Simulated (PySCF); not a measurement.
SMILES C1=CC=CC=C(C)[CH+]1, [C₈H₉]+, charge +1

Geometry:
```
atom   x (Å)   y (Å)   z (Å)
  C1   2.481  -0.131   0.000
  C2   0.989  -0.069   0.050
  C3   0.285  -1.288  -0.006
  C4  -1.084  -1.536  -0.004
  C5  -2.152  -0.633   0.058
  C6  -2.093   0.754   0.130
  C7  -0.953   1.565   0.158
  C8   0.390   1.204   0.125
  H9   2.810  -0.094  -1.054
 H10   2.868  -1.066   0.426
 H11   2.945   0.720   0.514
 H12   0.913  -2.182  -0.057
 H13  -1.365  -2.592  -0.057
 H14  -3.153  -1.075   0.048
 H15  -3.053   1.277   0.171
 H16  -1.144   2.641   0.217
 H17   1.092   2.043   0.164
```

Total charge +1.

Level of theory: TDDFT CAM-B3LYP/aug-cc-pVDZ excited states, vertical, gas phase in PySCF. Geometry: PBE0-D3(BJ)/def2-SVP.

Problem. How strongly do the lowest singlets absorb one photon, and two photons of half the energy?

Solution. δ for parallel linear polarisation; σ at the peak of a Lorentzian of half width 0.1 eV, single beam; Ω is circular over linear.
```tsv
state	E (eV)	f	photon λ (nm)	δ (au)	σ (GM)	Ω	main
S1	4.76	0.029	521	21.2	0.18	0.85	HOMO→LUMO+1 0.62, HOMO−1→LUMO 0.36
S2	4.79	0.008	518	4.74	0.04	1.50	HOMO→LUMO 0.66, HOMO−1→LUMO+1 0.33
S3	6.09	0.455	407	2.98	0.04	1.50	HOMO−1→LUMO+1 0.64, HOMO→LUMO 0.32
S4	6.14	0.762	404	44	0.61	0.66	HOMO−1→LUMO 0.60, HOMO→LUMO+1 0.35
S5	6.19	0.013	401	0.64	0.01	0.66	HOMO−2→LUMO 0.63, HOMO−3→LUMO 0.33
S6	6.23	0.000	398	<0.1	0.00	–	HOMO−2→LUMO+1 0.45, HOMO−3→LUMO+1 0.26
```

Among these, the strongest one-photon state is S4, the strongest two-photon state S4.
